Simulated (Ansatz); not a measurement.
Br5Ta (SMILES [Br][Ta]([Br])([Br])([Br])[Br]), singlet, at a GFN2-xTB geometry (such geometries of metal compounds can be far from the true shape) (core potentials on Ta).

The Ansatz (a quantum-chemistry and plane-wave program) input:
Ansatz 0.2 input:
```yaml
crystal:
  periodic: [false, false, false]
  atoms:
    - {symbol: Ta, position_ang: [0.00000000, -0.00000000, -0.00000000]}
    - {symbol: Br, position_ang: [1.78704776, -0.53182548, 1.65658392]}
    - {symbol: Br, position_ang: [-1.78704776, 0.53182548, -1.65658392]}
    - {symbol: Br, position_ang: [0.39949479, 2.38404800, 0.33441180]}
    - {symbol: Br, position_ang: [1.23333407, -1.21431136, -1.72030440]}
    - {symbol: Br, position_ang: [-1.63282886, -1.16973665, 1.38589260]}
basis:
  gaussian:
    orbitals: def2-TZVPP
hamiltonian:
  xc: {name: SVWN5}
```

### Question
Estimate the number of basis functions that SVWN5/def2-TZVPP in Ansatz returns for this input.

### Answer
296

### Question
Give the total energy at the level SVWN5/def2-TZVPP.

### Answer
-25820.629848 Ry
